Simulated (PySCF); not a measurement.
C₆H₆FNO.
SMILES with atom numbers: `[F:1][c:2]1[cH:3][o:4][n:5][c:6]1[CH:7]1[CH2:8][CH2:9]1`

Geometry (GFN2-xTB, Å), atoms numbered from 1 in this order:
```
atom  x, y, z in Å
F1     1.7249    2.2108   -0.0973
C2     1.6875    0.8997    0.1448
C3     2.7208    0.0831    0.4926
O4     2.2441   -1.1559    0.6357
N5     0.9144   -1.1652    0.3885
C6     0.5424    0.0545    0.0896
C7    -0.8266    0.4413   -0.2397
C8    -1.7016   -0.5323   -0.9889
C9    -1.9697   -0.2622    0.4493
H10    3.7657    0.2478    0.6585
H11   -0.9353    1.4960   -0.4578
H12   -2.3738   -0.1292   -1.7306
H13   -1.2602   -1.4814   -1.2476
H14   -2.8314    0.3287    0.7195
H15   -1.7057   -1.0276    1.1615
```

NICS is the negative of the GIAO shielding at a point without a nucleus: at the ring centre (0) and 1 Å above and below it (1); zz is the component along the ring normal. Level: GIAO PBE0/pcSseg-1 (PySCF, non-relativistic, gas phase) on the GFN2-xTB geometry, one conformer.

Ring bond lengths (Å), with Mayer bond orders in brackets: C2–C3 1.362 (1.58), C3–O4 1.335 (1.08), O4–N5 1.353 (1.00), N5–C6 1.310 (1.59), C6–C2 1.424 (1.15); C7–C8 1.508 (0.94), C8–C9 1.488 (0.98), C9–C7 1.509 (0.94).

Give the NICS values of each ring in ppm.

| ring | type | NICS(0) | NICS(1), two faces | NICS(1)zz, two faces | rms pucker (Å) | centre to ring atoms, mean (Å) |
| --- | --- | --- | --- | --- | --- | --- |
| C2–C3–O4–N5–C6 | 5-membered ring with N and O; formal bonds all aromatic | -12.8 | -10.5 / -10.5 | -24.3 / -24.3 | 0.00 | 1.15 |
| C7–C8–C9 | 3-membered carbocycle; formal bonds all single | -43.1 | -6.6 / -7.7 | -22.1 / -23.2 | 0.00 | 0.87 |

What can be read from them?

- C2–C3–O4–N5–C6: mean NICS(1)zz -24.3 ppm, shielded. For a flat ring without four-coordinate atoms the NICS criterion counts such a value as aromatic.
- C7–C8–C9: mean NICS(1)zz -22.7 ppm, shielded. C7, C8, C9 have four or more neighbours, so the value isn't read as a sign of a π ring current. NICS(0) lies 36 ppm below the mean NICS(1).

And the bond-length index? HOMA = 1 − mean of α(R − Ropt)² over the ring bonds, with Krygowski's 1993 parameters (CC: Ropt 1.388 Å, α 257.7 Å⁻²; CN: Ropt 1.334 Å, α 93.52 Å⁻²; CO: Ropt 1.265 Å, α 157.38 Å⁻²; NO: Ropt 1.248 Å, α 57.21 Å⁻²).

- C2–C3–O4–N5–C6: HOMA 0.61; the largest term is that of C3–O4, α(R − Ropt)² = 0.78.

What is the mean of the two in-plane components of NICS at the second NICS(1) probe listed for ring C7–C8–C9, 1 Å off the ring?

The isotropic value is a third of the trace: (3 × -7.7 − (-23.2))/2 = 0.0 ppm.

List the ring angles and the Hirshfeld charges of the ring atoms.

- C2–C3–O4–N5–C6: C2 105.3° (+0.044 e), C3 108.2° (+0.002 e), O4 109.7° (-0.027 e), N5 108.3° (-0.109 e), C6 108.4° (+0.031 e); sum 540.0° against 540° for a flat convex ring.
- C7–C8–C9: C7 59.1° (-0.043 e), C8 60.5° (-0.080 e), C9 60.4° (-0.080 e); sum 180.0° against 180° for a flat convex ring.

How shielded are the nuclei of the rings and their hydrogens (means over atoms taken as equivalent)?

| atoms | environment | σ isotropic (ppm) | principal values of the symmetric part, first atom (ppm) |
| --- | --- | --- | --- |
| C2 | aromatic C–F carbon | 26.8 | -27.3, 39.8, 67.8 |
| C3 | aromatic CH next to a ring oxygen | 37.6 | -32.7, 24.6, 120.8 |
| O4 | ring oxygen | -17.8 | -161.1, -102.5, 210.2 |
| N5 | pyridine-type nitrogen | -133.7 | -359.2, -116.9, 75.0 |
| C6 | substituted aromatic carbon | 25.2 | -56.7, 2.9, 129.3 |
| C7 | benzylic-type carbon | 180.2 | 148.4, 171.2, 221.1 |
| C8 (×2) | three-membered-ring carbon | 171.9 | 139.2, 173.1, 203.3 |
| H10 | aromatic hydrogen | 23.26 | 21.8, 23.2, 24.8 |
| H11 | methine hydrogen | 29.81 | 21.9, 28.7, 38.9 |
| H12 (×2) | methylene hydrogen | 30.53 | 24.8, 26.4, 40.4 |
| H13 (×2) | methylene hydrogen | 30.48 | 24.6, 28.1, 38.7 |
